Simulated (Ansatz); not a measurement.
Reaction (formal exchange of groups at a B–Si bond): `B[SiH2]Br` + `F[SiH](F)[SiH3]` → `B[Si](F)(F)[SiH3]` + `[SiH3]Br`

Calculated with Ansatz (gas phase, PBE0-D4/def2-TZVP geometries, no zero-point term in ΔE). CCSD(T)/CBS adds triple-zeta CCSD(T) − MP2 to the extrapolated MP2 energy (def2 sets, frozen cores). DFT in def2-TZVPP. For Br outer-core shells are correlated without core-valence functions, which leaves a few kJ/mol of doubt a bond. Scalar relativity is left out up to krypton.

Is it downhill or uphill in electronic energy at CCSD(T)/CBS, and by how much? (An estimate is asked.)

The calculation gave: Uphill: ΔE = +8.6 kJ/mol.

What do these levels give: PBE-D4, ωB97M-V, RPA@PBE/def2-TZVPP, HF/def2-SVP, CCSD/def2-SVP, CCSD/CBS(def2)? (An estimate is asked.)

Computed: PBE-D4 7.1, ωB97M-V 8.1, RPA@PBE/def2-TZVPP 7.6, HF/def2-SVP 5.2, CCSD/def2-SVP 6.2, CCSD/CBS(def2) 8.9 kJ/mol.

Largest T1 diagnostic among the species: 0.013.

Leaving LDA and LC-ωPBE aside and taking each functional with its dispersion term where it has one, the values, not all of them listed here, spread over 3.5 kJ/mol, from BLYP-D4 to PBE-QIDH.
